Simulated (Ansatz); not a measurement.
C3H2N, charge -1, singlet, at a GFN2-xTB geometry (a gas-phase anion, which may not be bound at this level); SVWN5/6-31G** (Ansatz, a quantum-chemistry and plane-wave program).

Here is a job for Ansatz.
Ansatz 0.2 input:
```yaml
crystal:
  periodic: [false, false, false]
  atoms:
    - {symbol: C, position_ang: [-0.12059477, -1.69585943, 0.00866156]}
    - {symbol: C, position_ang: [0.47895936, -0.51486817, 0.00668191]}
    - {symbol: C, position_ang: [-0.03651961, 0.73711114, -0.00446379]}
    - {symbol: H, position_ang: [-1.21576023, -1.89347303, 0.00117367]}
    - {symbol: H, position_ang: [0.46167312, -2.62351069, 0.01849443]}
    - {symbol: N, position_ang: [-0.16814039, 1.90838321, -0.01213517]}
basis:
  gaussian:
    orbitals: 6-31G__.json
hamiltonian:
  xc: {name: SVWN5}
total_charge: -1
scf: {lower_state_search: light}
```
The basis file holds 6-31G** in the JSON format of the Basis Set Exchange.

It wrote (shortened):

```
Functional definition: SVWN5
769 factors; their error is unknown
mean field evaluation 1: about -4587.0864 eV, gradient 3.7e1 eV
mean field evaluation 2: about -4580.1917 eV, gradient 6.7e1 eV
mean field evaluation 4: about -4590.2122 eV, gradient 6.7e0 eV
mean field evaluation 8: about -4590.3304 eV, gradient 2.2e-1 eV
mean field evaluation 16: about -4590.2868 eV, gradient 6.4e-5 eV
mean field -4590.28678763 eV, -168.6899280372 hartree, gradient 6.4e-5 eV, S^2 0.000000; 0 other end points of the search recorded, 0 dependent functions left out
reference -4590.28680999 eV, -168.6899288590 hartree; 14, 14 occupied and 56, 56 virtual orbitals, 769 factors
Total energy: -4590.28680999 eV, -168.6899288590 hartree
```
